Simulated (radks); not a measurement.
Polarisability of the bromine ion Br6+, [Ar] 3d10 4s1, at imaginary frequency. All-electron calculation, scalar-relativistic Kohn-Sham, LB94 model potential, spin-unpolarised, spherical densities, finite nucleus; Fermi nuclear charge, rms radius 4.1629 fm. Program: a radial shooting solver on a logarithmic mesh with Libxc functionals. Response by self-consistent Sternheimer equations with the Hartree and adiabatic LDA kernel, the relativistic mass of each level held fixed and spin-orbit coupling left out.

w (hartree),alpha1(iw) (bohr^3),alpha2(iw) (bohr^5)
0.00266,1.887,1.856
0.0143,1.886,1.855
0.0360,1.883,1.855
0.0697,1.871,1.852
0.118,1.842,1.846
0.186,1.781,1.832
0.280,1.664,1.804
0.413,1.471,1.747
0.605,1.200,1.639
0.892,0.8928,1.447
1.35,0.6176,1.144
2.12,0.4134,0.7635
3.59,0.2671,0.4130
6.94,0.1449,0.1756
17.5,0.04440,0.04493

Static values: alpha1 = 1.887 bohr^3 (0.2796 angstrom^3; uncoupled 2.530), alpha2 = 1.856 bohr^5, alpha3 = 3.883 bohr^7. C6 = 2.605, C8 = 16.99, triple-dipole C9 = 3.192 atomic units. One-pole (London) frequency 4 C6 / (3 alpha1^2) = 0.976 hartree, against 3.941 for minus the highest occupied eigenvalue.
